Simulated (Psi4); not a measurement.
Noncovalent pair: NH3 (SMILES N) (first 4 atoms) with N2 (SMILES N#N); geometry from B3LYP-D3(BJ)/def2-TZVP, rigid monomers moved along the line of their centres of mass till N1···N5 is 5.78 Å.
(charge 0, multiplicity 1):
```xyz
6

N     -0.1599     0.1857    -0.1659
H     -0.3851     0.3345    -1.1430
H      0.7648     0.5691    -0.0064
H     -0.0952    -0.8151    -0.0187
N      0.6500    -0.5306     5.5127
N     -0.0586    -0.0636     6.1978
```

The numbers are results of SAPT0/jun-cc-pV(D+d)Z in Psi4, not measurements.

**Question.** Which attractive term is largest, and how does the interaction split up?

**Answer.** electrostatics -2.0, exchange 0.0, induction -0.1, dispersion -0.7, total -2.8 meV; the largest attraction is electrostatics.
